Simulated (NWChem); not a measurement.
Species: CH2ClF3Si; SMILES Cl[Si@@H](F)C(F)F

```xyz
8

F     -0.0759     2.2943    -0.6090
C      0.5911     1.2250    -0.1000
F      0.7531     1.4109     1.2298
Si    -0.4491    -0.3444    -0.4315
F     -1.7994    -0.2563     0.4456
Cl     0.6386    -1.9668     0.1759
H      1.5938     1.1938    -0.5684
H     -0.8102    -0.4672    -1.8611
```
Atoms are numbered in this order, from 1.

Results from NWChem. Pople sets run with spherical d functions. All runs use the structure optimised with PBE0/def2-SVP. Atomic charges in e: unrestrained fits to the electrostatic potential beside Mulliken populations; buried atoms are poorly determined by the fit.

Estimate the computed values for Hartree-Fock/6-31G*. Quantities: ESP F1; Mulliken F1; ESP C2; Mulliken C2; ESP F3; Mulliken F3; ESP Si4; Mulliken Si4; ESP F5; Mulliken F5; relative RMS misfit of the potential (%).


| Quantity | Value |
|---|---|
| ESP F1 | -0.27 |
| Mulliken F1 | -0.43 |
| ESP C2 | 0.43 |
| Mulliken C2 | 0.46 |
| ESP F3 | -0.26 |
| Mulliken F3 | -0.42 |
| ESP Si4 | 0.73 |
| Mulliken Si4 | 1.18 |
| ESP F5 | -0.29 |
| Mulliken F5 | -0.51 |
| relative RMS misfit of the potential (%) | 24 |
